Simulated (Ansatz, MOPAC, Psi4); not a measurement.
System: C$_{2}$H$_{6}$BCl, charge 0, multiplicity 1. SMILES: CB(C)Cl
Coordinates optimised at B3LYP-D3(BJ)/def2-TZVP (Ansatz, a first-principles code):
```xyz
10

C      1.4255    -0.9875    -0.4063
B      0.0192    -0.3520    -0.1827
C     -1.3160    -1.0184    -0.6351
Cl    -0.0670     1.2264     0.6367
H      1.3875    -2.0783    -0.4510
H      2.1747    -0.6750     0.3208
H      1.7812    -0.6533    -1.3905
H     -1.6549    -1.6609     0.1891
H     -2.1209    -0.3108    -0.8325
H     -1.1825    -1.6752    -1.4977
```
Charge 0, spin multiplicity 1.

Wanted: vertical ionisation energy to the doublet, in eV. Terms: each state is the SCF solution reached for its charge and spin; no dispersion term unless named; no spin-orbit coupling; UHF or UKS for open shells; 6-31G* and kin with 6d, 5d where marked; frozen cores in correlated levels; non-relativistic. CBS(X,Y): correlation extrapolated as X^-3; Hartree-Fock from the larger set. [CCSD(T)-MP2]/basis is that difference in the basis named. First-principles rows: single points at B3LYP-D3(BJ) geometries (Ansatz). Semi-empirical rows: differences of heats of formation at the shared geometry for vertical values.

```tsv
species	coefficient	E at wB97X-D/6-31G* (Psi4), Eh	E at PBE/def2-TZVPD (Ansatz), Eh	heat of formation at MNDO (MOPAC), kcal/mol
charge 1, doublet	+1	-564.49286	-564.25962	204.45
charge 0, singlet	-1	-564.88364	-564.63358	-58.88
```

Coupled cluster (Ansatz) is a level with limits of its own, used here on species with T1 under 0.025 (0.045 for open shells) and stable references: RI-MP2/CBS(aug-cc-pV(T+d)Z,aug-cc-pV(Q+d)Z)+[CCSD(T)-MP2]/aug-cc-pV(T+d)Z. Value to compare with, RI-MP2/CBS(aug-cc-pV(T+d)Z,aug-cc-pV(Q+d)Z)+[CCSD(T)-MP2]/aug-cc-pV(T+d)Z (Ansatz): 11.00 eV. 1 Eh = 27.2114 eV and 1 eV = 23.0605 kcal/mol.

Q: Compute it at each level from the table, and compare with RI-MP2/CBS(aug-cc-pV(T+d)Z,aug-cc-pV(Q+d)Z)+[CCSD(T)-MP2]/aug-cc-pV(T+d)Z (Ansatz).

A: 
- wB97X-D/6-31G*: the sum of coefficient times E is 0.39078 Eh, or 10.634 eV. Result: 10.63 eV. Its difference against RI-MP2/CBS(aug-cc-pV(T+d)Z,aug-cc-pV(Q+d)Z)+[CCSD(T)-MP2]/aug-cc-pV(T+d)Z (Ansatz) is -0.37 eV.
- PBE/def2-TZVPD: the sum of coefficient times E is 0.37396 Eh, or 10.176 eV. Result: 10.18 eV. Its difference against RI-MP2/CBS(aug-cc-pV(T+d)Z,aug-cc-pV(Q+d)Z)+[CCSD(T)-MP2]/aug-cc-pV(T+d)Z (Ansatz) is -0.82 eV.
- MNDO: the sum of coefficient times heat of formation is 263.33 kcal/mol, or 11.42 eV. Its difference against RI-MP2/CBS(aug-cc-pV(T+d)Z,aug-cc-pV(Q+d)Z)+[CCSD(T)-MP2]/aug-cc-pV(T+d)Z (Ansatz) is 0.42 eV.
